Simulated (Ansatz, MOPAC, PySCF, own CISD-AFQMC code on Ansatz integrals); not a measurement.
Constitutional and geometric isomers with formula CH4OSi. Gas-phase values, no solvent. One relaxed conformer stands for each flexible species; it need not be the lowest. Strings in code marks are SMILES.

Quantity: electronic energy of isomers of CH4OSi relative to `C[SiH]=O`, in kcal/mol. The restricted reference of `OC=[SiH2]` is unstable towards unrestricted orbitals. AFQMC values (own CISD-AFQMC code on Ansatz (a first-principles code) integrals) carry a statistical error of up to ±0.35 kcal/mol (one standard error) and the bias of the phaseless constraint. Semi-empirical values (MOPAC) are differences of heats of formation.

Level 1: composite: frozen-core CCSD(T) with HF/cc-pVQZ and the correlation energy extrapolated as X^-3 from cc-pVTZ and cc-pVQZ, plus phaseless AFQMC minus CCSD(T) in cc-pVDZ // B3LYP-D3(BJ)/def2-TZVP (Ansatz)
Level 2: PBE-D3(BJ)/def2-TZVP // B3LYP-D3(BJ)/def2-TZVP (PySCF)
Level 3: BP86/6-31G* // B3LYP-D3(BJ)/def2-TZVP (PySCF)
Level 4: PM3 // B3LYP-D3(BJ)/def2-TZVP (MOPAC)

```csv
species,level 2,level 3,level 4
`C=[SiH]O` (C–Si–O–H torsion 0°),14.0,19.3,5.62
`O=C[SiH3]`,32.0,26.6,14.4
`C1O[SiH2]1`,25.2,23.7,21.1
`OC=[SiH2]` (H–O–C–Si torsion 15°),52.3,50.0,40.7
```

**Question.** What does level 1 give for each, and how far do the other levels lie from it on average?

**Answer.** 
- `C=[SiH]O` (C–Si–O–H torsion 0°): 11.0
- `O=C[SiH3]`: 33.2
- `C1O[SiH2]1`: 25.4
- `OC=[SiH2]` (H–O–C–Si torsion 15°): 55.8
Mean absolute difference from level 1, which has limits of its own, over these rows (drawn at random from the members that have all these levels): level 2 1.98 kcal/mol, level 3 5.57 kcal/mol, level 4 10.9 kcal/mol.
